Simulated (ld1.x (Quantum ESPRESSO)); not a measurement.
B: one change to an ultrasoft potential, before and after

B, ultrasoft, made with ld1.x (Quantum ESPRESSO) 7.5 (LDA (PZ), non-relativistic). Core [He], reference 2s2 2p1. Waves: 2s (bound): rcut 1.10, rcutus 1.40 bohr; 2s channel at -0.2 Ry: rcut 1.10, rcutus 1.40 bohr; 2p (bound): rcut 1.55, rcutus 2.05 bohr; 2p channel at 1.15 Ry: rcut 1.55, rcutus 2.05 bohr. Local part: all-electron potential smoothed inside 1.05 bohr (lloc = -2). Core correction: Bessel-smoothed model core inside 0.65 bohr. Augmentation charge: PSQ, radius 1.10 bohr.

Change: waves 2s (bound): rcut 1.10, rcutus 1.46 bohr; 2s channel at -0.2 Ry: rcut 1.10, rcutus 1.46 bohr.

Cutoffs: the cutoffs (Ry, on a coarse ladder) from which the occupation-weighted sum of valence levels, in a spherical-Bessel basis at the reference potential, stays within 10 and 1 mRy of its value at 400 Ry; they do not see the model core or the augmentation charge, which bear on the density cutoff. Errors are all-electron minus pseudo energies relative to the spin-unpolarised reference configuration.

**Question.** Predict the effect on cutoff, ghosts and configuration errors.

**Answer.** The potential gets neither clearly harder nor softer (12 Ry and 18 Ry → 12 Ry and 18 Ry); of the 9 tests that both files solve, the error grows in 2 and shrinks in 0 by more than 15 % and 0.3 meV (median size 1.7 → 1.9 meV); neither file shows a bound ghost.

| quantity | base | changed |
| --- | --- | --- |
| cutoff, loose | 12 Ry | 12 Ry |
| cutoff, tight | 18 Ry | 18 Ry |
| bound ghosts | none | none |
| error for 2s2 2p0, meV [ΔE 8.33 eV] | -1.7 | -1.9 |
| error for 2s1 2p0, meV [ΔE 33.63 eV] | +4.8 | +5.7 |
| error for 2s2 2p0.5, meV [ΔE 2.94 eV] | -0.2 | -0.2 |
| error for 2s0 2p3, meV [ΔE 11.39 eV] | +17 | +17 |
| error for 2s1 2p1, meV [ΔE 14.28 eV] | +5.1 | +5.2 |
| error for 2s2 2p1.3, meV [ΔE -0.77 eV] | 0.0 | 0.0 |
| error for 2s1 2p2, meV [ΔE 5.68 eV] | +4.2 | +4.0 |
| error for 2s2 2p1 (spin-polarised), meV [ΔE -0.24 eV] | +0.1 | +0.1 |
| error for 2s1 2p0 (spin-polarised), meV [ΔE 32.90 eV] | -0.3 | +0.9 |
| s: phases at 2.25 bohr within 0.05 rad from the reference energy up to (Ry; the scan ends near 5) | to the end of the scan | to the end of the scan |
| p: phases at 2.25 bohr within 0.05 rad from the reference energy up to (Ry; the scan ends near 5) | to the end of the scan | to the end of the scan |
| lowest overlap eigenvalue by channel | s 0.54, p 1.00 | s 0.54, p 1.00 |
